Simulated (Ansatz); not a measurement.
The same path of CH₆ClNSi₂ (11 atoms, charge 0, multiplicity 1) was run twice with different band settings. The coordinate that changes most is the angle Si1–N2–C3.

Level of theory: RKS PBE0/STO-3G (Ansatz 0.2.0).

Relaxed end points:

```xyz
11
Properties=species:S:1:pos:R:3
Si -1.669 0.149 1.042
N -0.384 1.259 0.449
C 0.621 0.875 -0.226
Si 1.299 -0.754 -0.912
Cl 1.821 2.233 -0.723
H -2.816 0.968 1.344
H -2.010 -0.836 0.040
H -1.178 -0.500 2.236
H 0.452 -1.831 -0.458
H 2.641 -0.935 -0.415
H 1.289 -0.685 -2.354
```

```xyz
11
Properties=species:S:1:pos:R:3
Si -1.793 0.605 1.262
N -0.709 -0.416 0.240
C 0.399 -0.003 -0.218
Si 1.619 -0.959 -1.291
Cl 1.043 1.751 0.118
H -2.936 -0.217 1.576
H -1.097 0.978 2.471
H -2.204 1.766 0.507
H 1.085 -2.279 -1.520
H 2.878 -1.032 -0.589
H 1.780 -0.250 -2.537
```

Common settings: movable images 5; climbing image yes; spring 5.0 eV/Å²; optimiser quadratic models (default); start path through a guess of the saddle point; iteration limit 60; end points relaxed.

| run | force threshold |
| --- | --- |
| 1 | 0.05 eV/Å |
| 2 | 0.5 eV/Å |

Problem. What does each run give, and how far can it be trusted?

Solution. Run 1: converged after 16 iterations, highest image 0.180 eV above the first end. A vibrational analysis at the climbing image gives one clearly imaginary mode, 124i cm⁻¹: a first-order saddle point.
Run 2: converged after 7 iterations, highest image 0.163 eV above the first end. The threshold of 0.5 eV/Å is loose, so the images may lie well off the minimum-energy path. The dihedral Si1–N2–C3–Si4 jumps by 167° between images 2 and 3, so the path isn't resolved there. The order of the stationary point at the top wasn't checked.
Limits of this set-up: minimal basis.
